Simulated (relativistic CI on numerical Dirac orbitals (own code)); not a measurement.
## Tc²⁺: resonant inelastic scattering at the L2,3 edge

Computed with this model: Dirac-Coulomb-Breit CI, orbitals from a KLI potential per configuration, QED by a radiative potential, valence Slater integrals scaled by 0.8, Kramers-Heisenberg scattering through one core-hole configuration in a parametric crystal field; configurations [Kr] 4d5 → [He] 2s2 2p5 3s2 3p6 3d10 4s2 4p6 4d6; 300 K; core-hole width 2.4 eV; summed over polarisations. Incident energies are the highest absorption maxima for each field (at most a few, so the weaker spin-orbit partner edge can be absent), on the computed scale of the free ion. Intensities are in per cent of the strongest line above 0.02 eV; levels within 1 cm⁻¹ are merged; final levels count from the ground level, the first row holds all elastic scattering, lines under 0.4 are left out and each table stops after 24 rows. The scale of the Slater integrals is a model choice and moves the terms in proportion.

Field parameters in Wybourne normalisation: Oh B⁴₀ = 21Dq, B⁴₄ = √(5/14) B⁴₀. The field is a parameter set, without covalency.

S is read from ⟨S²⟩ = S(S + 1).

Oh, 10Dq = 4700 cm⁻¹:

| Final level (eV) | Degeneracy | Irrep | S | 2680.1 eV | 2796.8 eV |
| --- | --- | --- | --- | --- | --- |
| 0.000 | 6 | Γ7+Γ8 | 2.49 | 5511.2 | 1071.9 |
| 1.952 | 2 | Γ7 | 1.46 | 36.0 | 21.7 |
| 1.977 | 4 | Γ8 | 1.49 | 70.6 | 48.9 |
| 1.993 | 4 | Γ8 | 1.49 | 10.0 | 7.3 |
| 2.014 | 2 | Γ6 | 1.50 | 5.7 | 5.4 |
| 2.226 | 2 | Γ7 | 1.48 | 2.6 | 6.5 |
| 2.252 | 4 | Γ8 | 1.48 | 14.9 | 26.5 |
| 2.289 | 2 | Γ6 | 1.49 | 5.2 | 5.3 |
| 2.295 | 4 | Γ8 | 1.49 | 9.6 | 6.3 |
| 2.365 | 4 | Γ8 | 1.48 | 3.4 | 3.4 |
| 2.371 | 2 | Γ7 | 1.49 | 1.9 | 2.8 |
| 2.381 | 2 | Γ6 | 1.49 | 3.6 | 4.2 |
| 2.381 | 4 | Γ8 | 1.50 | 7.0 | 12.7 |
| 2.681 | 2 | Γ7 | 0.60 | 0.6 | 0.8 |
| 2.734 | 4 | Γ8 | 1.49 | 54.2 | 41.6 |
| 2.761 | 2 | Γ6 | 1.49 | 47.1 | 50.8 |
| 2.782 | 4 | Γ8 | 1.01 | 49.9 | 54.9 |
| 2.844 | 4 | Γ8 | 1.18 | 54.7 | 56.3 |
| 2.853 | 2 | Γ7 | 1.45 | 62.0 | 70.8 |
| 2.891 | 2 | Γ7 | 1.47 | 48.3 | 56.7 |
| 2.903 | 4 | Γ8 | 1.47 | 81.3 | 100.0 |
| 2.934 | 2 | Γ6 | 1.49 | 31.4 | 41.1 |
| 3.073 | 4 | Γ8 | 0.61 | 7.1 | 6.7 |
| 3.120 | 4 | Γ8 | 1.40 | 97.5 | 89.7 |

Oh, 10Dq = 10650 cm⁻¹:

| Final level (eV) | Degeneracy | Irrep | S | 2680.3 eV | 2796.7 eV |
| --- | --- | --- | --- | --- | --- |
| 0.000 | 2 | Γ7 | 2.49 | 5101.6 | 877.0 |
| 0.000 | 4 | Γ8 | 2.49 | 79.6 | 53.4 |
| 1.133 | 2 | Γ7 | 1.07 | 35.3 | 20.1 |
| 1.254 | 4 | Γ8 | 1.36 | 79.9 | 51.3 |
| 1.309 | 4 | Γ8 | 1.49 | 29.2 | 20.9 |
| 1.335 | 2 | Γ6 | 1.50 | 6.3 | 9.3 |
| 1.459 | 2 | Γ7 | 1.13 | 19.2 | 13.2 |
| 1.500 | 4 | Γ8 | 0.84 | 20.8 | 17.0 |
| 1.799 | 2 | Γ7 | 1.47 | 16.4 | 21.0 |
| 1.810 | 2 | Γ6 | 1.50 | 25.2 | 27.0 |
| 1.813 | 4 | Γ8 | 1.49 | 44.9 | 48.2 |
| 1.821 | 4 | Γ8 | 1.45 | 48.3 | 53.6 |
| 2.284 | 4 | Γ8 | 1.12 | 9.4 | 8.0 |
| 2.339 | 2 | Γ7 | 1.35 | 7.9 | 7.9 |
| 2.351 | 2 | Γ6 | 1.33 | 8.6 | 8.4 |
| 2.375 | 4 | Γ8 | 1.45 | 19.7 | 22.9 |
| 2.404 | 2 | Γ7 | 0.68 | 11.0 | 12.0 |
| 2.502 | 4 | Γ8 | 1.02 | 4.1 | 4.1 |
| 2.533 | 2 | Γ6 | 0.83 | 5.3 | 5.7 |
| 2.620 | 4 | Γ8 | 1.38 | 35.2 | 27.0 |
| 2.626 | 4 | Γ8 | 0.68 | 4.3 | 4.4 |
| 2.634 | 2 | Γ7 | 0.75 | 2.6 | 2.6 |
| 2.646 | 2 | Γ6 | 1.46 | 28.0 | 27.7 |
| 2.706 | 4 | Γ8 | 1.48 | 92.1 | 100.0 |

For the first field the strongest loss at the lowest incident energy is the level at 3.12 eV (S = 1.40, against 2.49 in the thermal ground state). Levels of other spin, the first over 8 % at 1.95 eV, appear because spin-orbit coupling of the core hole, and in heavier ions of the valence shell too, mixes spins.
